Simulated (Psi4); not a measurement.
## Exact exchange and the dipole moment of HOI (hypoiodous acid)

HOI: 3 atoms, total charge 0, spin state singlet. SMILES: `OI`. The shape is that of a PBE0-D4/def2-TZVP optimisation.

The dipole moment y, in D, basis def2-TZVPP with a core potential; a is the functional's share of exact exchange. Programs: Psi4 1.11.

| functional | program | a | y (D) |
| --- | --- | --- | --- |
| TPSS | Psi4 | 0 | 1.39 |
| revPBE | Psi4 | 0 | 1.37 |
| TPSSh | Psi4 | 0.1 | 1.41 |
| B3LYP | Psi4 | 0.2 | 1.47 |
| PBE0 | Psi4 | 0.25 | ? |
| BHLYP | Psi4 | 0.5 | 1.55 |

**Question.** Fit y = c + s·a to the known rows and predict PBE0.

**Answer.** 
1. Means of the 5 rows: a = 0.1600, y = 1.438.
2. Σ(Δa)² = 0.172, Σ(Δa·Δy) = 0.0596, so the slope is 0.0596/0.172 = 0.34651.
3. Intercept: 1.438 − (0.34651) × 0.1600 = 1.383. The largest residual of the fit is 0.018.
4. PBE0: 1.383 + (0.34651) × 0.25 = 1.47 D.

The run gave 1.46 D, so the prediction is off by +0.01 D, within the largest residual. More exact exchange makes the molecule more polar here.
